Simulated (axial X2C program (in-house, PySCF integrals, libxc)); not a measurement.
# Worked dissociation energy of InCl⁺: PBE0, spin-free

Calculated with an axial X2C code built on PySCF integrals. Spin-free means the one-electron spin-free X2C Hamiltonian. Basis: In dyall-cv3z [11s12p9d4f1g], Cl dyall-av3z [9s8p3d2f] (cores contracted in-house); Gaussian nuclei, density fitting, unrestricted open shells. Masses: In 114.904 u, Cl 34.969 u.

Molecular state: M_S = 1/2, Λ = 0 (beyond evenly filled blocks: σα).

* E(In+) (2M_S = 0, M_L = 0): -5880.455396 hartree
* E(Cl) (2M_S = 1, M_L = 0): -461.434162 hartree
* E(InCl⁺) at Re: -6341.918568 hartree
* ωe: 336.9 cm⁻¹
* ωexe: 3.08 cm⁻¹

(1) Work out De and D0.

One determinant describes the state; a PBE0 search over occupations chose it and may have missed a lower one. De is counted from the lowest determinant-based energies of the atoms at the same level, without counterpoise correction.

Each atomic determinant is the lowest at this level and need not be a pure term. Totals compare only within one Hamiltonian and basis.

Answers

(1) De = -5880.455396 + (-461.434162) − (-6341.918568) = 0.02901 hartree = 0.789 eV. The zero-point energy is ωe/2 − ωexe/4 = 168 cm⁻¹ = 0.021 eV, so D0 = 0.769 eV.
